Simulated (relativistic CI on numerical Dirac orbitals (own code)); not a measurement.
## Mo⁴⁰⁺: computed level list

Method of calculation: Dirac-Coulomb-Breit CI, separate exchange-only KLI orbitals for each configuration, QED by a radiative potential, unscaled Slater integrals (own radial code, finite nucleus).

CI space: 1s², 1s2s, 1s2p, 1s3s, 1s3p, 1s3d, 1s4s, 1s4p, 1s4d, 1s4f, 1s5s, 1s5p, 1s5d, 1s5f, 1s5g, 1s6s, 1s6p, 1s6d. Levels of other configurations are missing.

```tsv
No.	Configuration	Term	J	E (eV)	%	Next component (%)	Lifetime (s)
1	1s²	¹S	0	0.0	100		
2	1s2s	³S	1	17848.2	100		3.62e-11
3	1s2p	³P°	0	17903.6	100		1.12e-09
4	1s2p	³P°	1	17905.1	75	25 ¹P°	1.10e-15
5	1s2s	¹S	0	17906.7	100		
6	1s2p	³P°	2	18033.6	100		2.76e-12
7	1s2p	¹P°	1	18061.0	75	25 ³P°	3.73e-16
8	1s3s	³S	1	21187.0	100		4.38e-14
9	1s3p	³P°	0	21202.3	100		1.49e-14
10	1s3s	¹S	0	21202.7	100		4.46e-14
11	1s3p	³P°	1	21202.7	75	25 ¹P°	3.18e-15
12	1s3p	³P°	2	21240.9	100		1.63e-14
13	1s3d	³D	2	21247.7	61	39 ¹D	5.22e-15
14	1s3d	³D	1	21248.3	100		5.27e-15
15	1s3p	¹P°	1	21248.6	75	25 ³P°	1.25e-15
16	1s3d	³D	3	21260.5	100		5.44e-15
17	1s3d	¹D	2	21261.3	61	39 ³D	5.39e-15
18	1s4s	³S	1	22343.5	100		6.44e-14
19	1s4p	³P°	0	22349.7	100		2.55e-14
20	1s4s	¹S	0	22349.8	100		6.33e-14
21	1s4p	³P°	1	22349.9	75	25 ¹P°	7.14e-15
22	1s4p	³P°	2	22366.0	100		2.75e-14
23	1s4d	³D	2	22368.8	62	38 ¹D	1.21e-14
24	1s4d	³D	1	22369.0	100		1.22e-14
25	1s4p	¹P°	1	22369.2	75	25 ³P°	2.93e-15
26	1s4d	³D	3	22374.2	100		1.27e-14
27	1s4f	³F°	3	22374.4	57	43 ¹F°	2.52e-14
28	1s4f	³F°	2	22374.5	100		2.52e-14
29	1s4d	¹D	2	22374.5	62	38 ³D	1.25e-14
30	1s4f	³F°	4	22377.1	100		2.55e-14
```

Energies count from the lowest computed level; ° marks odd parity; lifetimes are radiative, by E1, M1, E2, M2 decay to levels of this space only; some are left blank where a channel outside the calculation adds to the decay or the decay crosses a small, uncertain gap.

The mean weight of the leading LS term, summed over parents, in these 30 levels is 88 %, and that of the leading jj configuration (from the same eigenvectors) 100 %, so jj coupling describes them better and the LS labels are nominal.

At this charge energies of transitions that change n are usually good to better than 1 %, and those within a shell (Δn = 0) to a few per cent.

LS names give the leading component of a level, which can be under half, so a name can repeat, a term be missing and a line seem to break the LS rules.
